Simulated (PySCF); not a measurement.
Ga(Cl)(vinyl)(NH2) (C2H5ClGaN), SMILES C=[CH][Ga]([NH2])[Cl]. Atoms are numbered in the order given.

```xyz
10

Ga     0.0877     0.0831     0.1006
Cl    -1.9990     0.1782     0.6543
C      0.6344    -0.9143    -1.4624
C      1.9172    -1.0182    -1.8445
H     -0.1332    -1.4188    -2.0639
H      2.2171    -1.5881    -2.7339
H      2.7365    -0.5412    -1.2916
N      1.1647     0.9950     1.2190
H      0.8100     1.4984     2.0246
H      2.1709     1.0755     1.1317
```

Geometry: r2SCAN-D4/def2-SVP. The structure was generated by enumeration; whether it is a known compound was not checked. The values are those of a single conformer.

The numbers are results of PBE0/pcSseg-1 run with PySCF, not measurements.

GIAO shieldings, no solvent; atoms listed in one row are averaged. δ = σ(ref) − σ: ³⁵Cl against HCl (σ = 945.9 ppm); ¹³C against TMS (σ = 186.3 ppm); ¹H against TMS (σ = 31.56 ppm); ¹⁵N against NH3 (σ = 267.4 ppm), references at their B3LYP-D3(BJ)/def2-TZVP geometries, non-relativistic (without spin–orbit terms, shifts of atoms bonded to Cl or Br come out too high).

| nucleus | atoms | count | δ (ppm) |
|---|---|---|---|
| ³⁵Cl | Cl2 | 1 | -9.1 |
| ¹³C | C4 | 1 | 151.9 |
| ¹³C | C3 | 1 | 145.9 |
| ¹H | H6 | 1 | 7.01 |
| ¹H | H5 | 1 | 6.74 |
| ¹H | H7 | 1 | 6.54 |
| ¹H | H10 | 1 | 2.20 |
| ¹H | H9 | 1 | 2.06 |
| ¹⁵N | N8 | 1 | 44.5 |
